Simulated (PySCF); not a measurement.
Compound: C₆H₁₂O.
SMILES: `C/C=C(/C)COC`

Torsions of this conformer, `[CH3:1]/[CH:2]=[C:3](/[CH3:4])[CH2:5][O:6][CH3:7]`: C2–C3–C5–O6 -125°, C3–C5–O6–C7 69°.

The closed-shell ground state was solved at several levels (PySCF, density fitting, gas phase, non-relativistic). One conformer (not necessarily the lowest) at the PBE0-D3(BJ)/def2-SVP geometry, without solvent, vibrations or thermal averaging.

```json
{"level": "PBE0/pcSseg-1", "basis functions": "179", "total energy (Eh)": "-310.6419", "HOMO (eV)": "-6.92", "LUMO (eV)": "0.46", "gap (eV)": "7.38", "dipole (D)": "1.37"}
{"level": "B3LYP/pcJ-1", "basis functions": "309", "total energy (Eh)": "-311.0758", "HOMO (eV)": "-6.70", "LUMO (eV)": "0.24", "gap (eV)": "6.94", "dipole (D)": "1.35"}
{"level": "wB97X-D/def2-SVPD", "basis functions": "239", "total energy (Eh)": "-310.7410", "HOMO (eV)": "-8.76", "LUMO (eV)": "2.12", "gap (eV)": "10.88", "dipole (D)": "1.38"}
```

(1) Estimate the row for CAM-B3LYP/pcSseg-1, a basis of 179 functions; the other rows only guide the guess.

(2) Over all these levels, which gives the widest orbital gap and which the narrowest?

(3) How far do the dipole and the HOMO energy spread over the levels?

## Answers

(1) Total energy -310.8516 Eh, HOMO -8.21 eV, LUMO 1.63 eV, gap 9.84 eV, dipole 1.40 D.

(2) wB97X-D/def2-SVPD (range-separated hybrid) has the widest, 10.88 eV, and B3LYP/pcJ-1 (global hybrid, 20 % exact exchange) the narrowest, 6.94 eV. Functional and basis both differ between the two, so the spread mixes both effects.

(3) The dipole runs from 1.35 to 1.40 D (mean 1.38 D) and the HOMO from -8.76 to -6.70 eV.

wB97X-D is run here without its empirical dispersion term; that term would change no orbital, density or response property at a fixed geometry.
